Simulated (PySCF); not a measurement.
**Removing an electron from `FC(F)O[C@@]12CC=C[C@@H]1C2`**

Compound: C7H8F2O.
Geometry (PBE0-D3(BJ)/def2-SVP, Å), atoms numbered from 1 in this order:
```
atom  x, y, z in Å
F1     2.3474    0.4153   -1.7267
C2     2.4481    0.0645   -0.4231
F3     3.5884   -0.6062   -0.2712
O4     1.4387   -0.7648   -0.0663
C5     0.1967   -0.1463    0.0810
C6    -0.6148    0.1351   -1.1741
C7    -2.0307   -0.1255   -0.7363
C8    -2.0925   -0.5938    0.5176
C9    -0.7417   -0.6519    1.1390
C10   -0.0417    0.6811    1.3071
H11    2.4726    0.9960    0.1730
H12   -0.4603    1.1548   -1.5641
H13   -0.3019   -0.5583   -1.9739
H14   -2.8920    0.0514   -1.3841
H15   -3.0068   -0.8737    1.0447
H16   -0.4500   -1.4724    1.7999
H17   -0.6356    1.5965    1.2304
H18    0.7743    0.7068    2.0347
```

Level: PBE0/def2-SVPD (PySCF). Frontier orbitals with their largest atomic shares (Löwdin; up to four atoms above 4 %):

| orbital | ε (eV) | main atoms |
| --- | --- | --- |
| HOMO−3 | -9.99 | C9 19 %, C7 14 %, C8 14 %, C10 11 % |
| HOMO−2 | -8.90 | O4 36 %, C6 12 %, C9 10 %, C5 9 % |
| HOMO−1 | -8.27 | C5 26 %, C10 18 %, O4 16 %, C9 15 % |
| HOMO | -7.10 | ? |
| LUMO | -0.08 | C8 30 %, C7 29 %, C10 6 %, C6 6 % |
| LUMO+1 | 0.76 | C10 12 %, C7 10 %, C8 10 %, H18 8 % |
| LUMO+2 | 1.14 | H11 13 %, C8 10 %, C7 9 %, C2 9 % |

Problem. What vertical ionisation energy does ΔSCF give, and how far is −ε(HOMO) from it?

Solution. ΔSCF: 9.05 eV (874 kJ/mol; threshold wavelength 137 nm); ⟨S²⟩ of the doublet left behind is 0.754, against 0.75 for a pure doublet. −ε(HOMO) is 7.10 eV, 1.95 eV below it. In exact Kohn–Sham theory the two would be equal; PBE0 (global hybrid, 25 % exact exchange) falls short of its own ΔSCF value by 22 %.

Problem. On which atoms does the HOMO lie?

Solution. C7 (alkene CH carbon) 30 %, C8 (alkene CH carbon) 26 %, C9 (sp3 carbon at a ring junction) 11 %, C10 (three-membered-ring carbon) 10 %, so no atom holds as much as 40 %. The HOMO−1 lies 1.17 eV lower.

Problem. What kinetic energy would electrons from this vertical process carry with Lyman-α light (10.199 eV)?

Solution. 10.20 − 9.05 = 1.15 eV.

Problem. With α = 81.8 au, estimate the like-pair dispersion coefficient by London's formula C6 = (3/4)α²I.

Solution. I = 0.3328 Eh, so C6 ≈ 1670 au, a rough estimate.

Problem. Shift the occupied levels rigidly so that −ε(HOMO) equals the ΔSCF value. What binding energies result?

Solution. The shift is +1.95 eV: HOMO 9.05, HOMO−1 10.22, HOMO−2 10.85, HOMO−3 11.94 eV. A rigid shift is only a rough guide to the deeper ionisations.

Problem. How many of the 10 lowest singlet excitations (vertical TDDFT, same level) lie below the ionisation energy?

Solution. All 10; they run from 6.29 to 8.07 eV.

Isolated species at its PBE0-D3(BJ)/def2-SVP geometry (one conformer only).
